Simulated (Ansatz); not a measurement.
`[SiH3]/C=C/C[SiH3]` + `N[SiH](O)Cl` → `N[SiH](Cl)O[SiH3]` + `C=CC[SiH3]`  (ligand exchange at the Si–C bond)

Gas-phase electronic energies from Ansatz, PBE0-D4/def2-TZVP geometries. CCSD(T)/CBS is the MP2 limit (def2-TZVPP, def2-QZVPP) plus CCSD(T) − MP2 in def2-TZVPP, frozen cores. DFT in def2-TZVPP. One conformer a species, not always the lowest.

```json
{"level": "PBE-D4", "ΔE (kJ/mol)": "-83.0"}
{"level": "r2SCAN", "ΔE (kJ/mol)": "-95.0"}
```

**Question.** What does CCSD(T)/CBS give? (Best estimate.)

**Answer.** Computed: -98.9 kJ/mol. The listed levels differ from it by 15.9, 3.9 kJ/mol.

Largest T1 diagnostic among the species: 0.012.

From PBE to PBE0 (25 % exact exchange), in def2-TZVPP and without D4, ΔE moves by −6.0 kJ/mol. In def2-TZVPP, CCSD(T) changes the Hartree–Fock value by +20.6 kJ/mol (the triples alone add +3.4 kJ/mol) and MP2 by +20.7 kJ/mol.
